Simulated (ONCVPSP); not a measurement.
## fluorine (F), ONCV: configuration errors across variants

```json
{
 "Element": "fluorine",
 "Generator": "ONCVPSP 4.0.1",
 "Type": "optimised norm-conserving Vanderbilt (ONCV)",
 "Functional": "PBE",
 "Relativity": "scalar-relativistic",
 "Frozen core": "[He]",
 "Valence charge": "7",
 "Reference configuration": "2s2 2p5",
 "Partial waves": "2s: rc 0.75 bohr, ncon 4, nbas 7, qcut 9.6 1/bohr, 3 projectors, debl 2.3 Ha; 2p: rc 1.65 bohr, ncon 4, nbas 8, qcut 8.5 1/bohr, 1 projector",
 "Local potential": "polynomial inside 0.50 bohr (lpopt 2, dvloc0 0 Ha)",
 "Core correction": "polynomial model core, fcfact 0.25"
}
```

All-electron excitation energies from the reference (eV): (1) 2s2 2p4 19.390; (2) 2s2 2p3 57.775; (3) 2s2 2p2 118.412; (4) 2s2 2p1 204.213.

A true bound ghost makes a file unfit for plane-wave use even where its test errors are small: the radial tests pick states by their node count and pass the ghost by.

Errors AE − PS in meV (a dash: test not solved or not reliable):

```tsv
change	(1)	(2)	(3)	(4)	bound ghosts	GHOST(+) flags above zero
base	+44	+408	+1665	+4653	s	none
all radii but the core radius scaled by about 1.20 (s 0.90, p 1.98 bohr); local potential polynomial inside 0.60 bohr (lpopt 2, dvloc0 0 Ha)	+87	+724	+2748	+7265	none	none
s: qcut 12.4	+44	+408	+1660	+4653	s	none
core correction polynomial model core, fcfact 0.66	+44	+408	+1663	+4653	s	none
s: qcut 10.1	+44	+408	+1665	+4653	s	none
p: nbas 9	+45	+416	+1690	+4735	s	none
local potential polynomial inside 0.50 bohr (lpopt 2, dvloc0 6.5 Ha)	+44	+408	+1660	+4653	s	none
core correction Teter function, fcfact 4.5, rcfact 1.6	+44	+411	+1671	+4680	s	none
p: rc 2.2	+126	+988	+3592	+9170	s	none
```

(1) Give the same row for: s: qcut 14; p: qcut 12.4.

## Answers

(1) +19, +197, +863, +2558; bound ghosts: s; GHOST(+) flags above zero: none.
